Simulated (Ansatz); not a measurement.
A nudged elastic band was laid between two geometries of C2H10SiSn (14 atoms, charge 0, multiplicity 1).

The calculation used RKS PBE0-D4/def2-SVP (Ansatz).

```yaml
movable_images: 9
climbing_image: yes
spring: 5.0 eV/Å²
optimiser: quadratic models (default)
start_path: IDPP
force_threshold: 0.05 eV/Å
iteration_limit: 60
end_points: relaxed
```

Initial state:

```xyz
14
Properties=species:S:1:pos:R:3
C -0.873 1.227 1.290
C 0.590 1.097 0.889
Sn 1.082 -0.842 0.053
Si -0.441 -1.306 -1.968
H -1.160 0.483 2.050
H -1.549 1.088 0.430
H -1.089 2.222 1.714
H 0.866 1.850 0.134
H 1.258 1.255 1.751
H 2.733 -0.881 -0.423
H 0.839 -2.050 1.253
H -0.250 -0.245 -3.007
H -1.878 -1.294 -1.551
H -0.141 -2.634 -2.587
```

Final state:

```xyz
14
Properties=species:S:1:pos:R:3
C -0.437 1.728 0.813
C 0.916 1.046 0.669
Sn 0.775 -1.095 0.351
Si -0.852 -1.564 -1.585
H -1.011 1.331 1.666
H -1.061 1.598 -0.086
H -0.327 2.813 0.975
H 1.482 1.457 -0.181
H 1.539 1.198 1.566
H 2.329 -1.742 0.002
H 0.197 -1.844 1.788
H -2.234 -1.116 -1.224
H -0.902 -3.022 -1.916
H -0.427 -0.816 -2.809
```

**Question.** What changes between the two ends?

**Answer.** No bond is made or broken. The dihedral C2–Sn3–Si4–H13 goes from -60 to 175°.

**Question.** What energy profile does the band end with?

**Answer.** The run converged. The highest image is number 5 of 0 to 10, 0.021 eV above the ends, which have the same energy within 2 meV. A vibrational analysis at the climbing image gives one clearly imaginary mode, 61i cm⁻¹: a first-order saddle point.

| image | path coordinate (Å) | energy (eV) | dihedral C2–Sn3–Si4–H13 (°) |
| --- | --- | --- | --- |
| 0 | 0.00 | 0.000 | -60 |
| 1 | 0.50 | 0.001 | -72 |
| 2 | 1.00 | 0.006 | -84 |
| 3 | 1.50 | 0.013 | -97 |
| 4 | 2.00 | 0.019 | -110 |
| 5 | 2.50 | 0.021 | -123 |
| 6 | 3.01 | 0.018 | -136 |
| 7 | 3.51 | 0.012 | -149 |
| 8 | 4.01 | 0.005 | -161 |
| 9 | 4.52 | 0.001 | -173 |
| 10 | 5.02 | 0.000 | 175 |

**Question.** What is the geometry of the highest image?

**Answer.** 
```xyz
14
Properties=species:S:1:pos:R:3
C -0.475 1.698 0.961
C 0.879 1.050 0.719
Sn 0.762 -1.071 0.287
Si -0.785 -1.538 -1.720
H -1.005 1.240 1.812
H -1.136 1.612 0.083
H -0.375 2.774 1.184
H 1.404 1.522 -0.127
H 1.537 1.157 1.597
H 2.336 -1.683 -0.036
H 0.156 -1.884 1.677
H -1.408 -0.274 -2.228
H -1.887 -2.475 -1.337
H -0.015 -2.157 -2.844
```

The band took 5 iterations and roughly 8 core-minutes.

The run took 3.8 min on 2 threads of Arm Neoverse V1 (shared host), peak memory 0.31 GiB.
